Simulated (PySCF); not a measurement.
## Two-component Hartree-Fock for Cs (caesium, neutral)

Start: [Xe] 6s1; 6s1/2 filled at m_j = +1/2. Calculated with PySCF 2.14 in x2c-TZVPall-2c with one added diffuse shell each of s, p, d type (12s12p10d1f, 105 functions): generalised Hartree-Fock with the X2C-1e Hamiltonian and a Gaussian nucleus; spin-orbit coupling (SO) screened by Boettger's factors. This is a chosen level, not necessarily the ground level.

| spinor shell | electrons | ε, screened SO (eV) | weight of nominal j (screened SO) | rms radius, screened SO (bohr) |
| --- | --- | --- | --- | --- |
| 1s1/2 | 2 | -36155.5 | 1.000 | 0.0298 |
| 2s1/2 | 2 | -5775.1 | 1.000 | 0.121 |
| 2p1/2 | 2 | -5420.4 | 1.000 | 0.105 |
| 2p3/2 | 4 | -5064.9 | 1.000 | 0.110 |
| 3s1/2 | 2 | -1245.1 | 1.000 | 0.318 |
| 3p1/2 | 2 | -1095.6 | 1.000 | 0.310 |
| 3p3/2 | 4 | -1025.5 | 1.000 | 0.322 |
| 3d3/2 | 4 | -765.28 | 1.000 | 0.294 |
| 3d5/2 | 6 | -750.63 | 1.000 | 0.298 |
| 4s1/2 | 2 | -253.73 | 1.000 | 0.738 |
| 4p1/2 | 2 | -197.67 | 1.000 | 0.770 |
| 4p3/2 | 4 | -183.25 | 1.000 | 0.796 |
| 4d3/2 | 4 | -89.899 | 1.000 | 0.896 |
| 4d5/2 | 6 | -87.449 | 1.000 | 0.907 |
| 5s1/2 | 2 | -35.622 | 1.000 | 1.88 |
| 5p1/2 | 2 | -19.791 | 1.000 | 2.17 |
| 5p3/2 | 4 | -17.949 | 1.000 | 2.26 |
| 6s1/2 | 1 | -3.495 | 1.000 | 6.49 |

```tsv
quantity	screened SO
E (hartree)	-7784.53748
M_J	1/2
⟨J²⟩	0.751
⟨L²⟩	0.035
⟨S²⟩	0.786
```

Breit and QED terms are absent; they matter most for the inner s and p1/2 levels.

Densities and radii are taken from the X2C orbitals without a picture-change correction, which distorts them close to the nucleus.
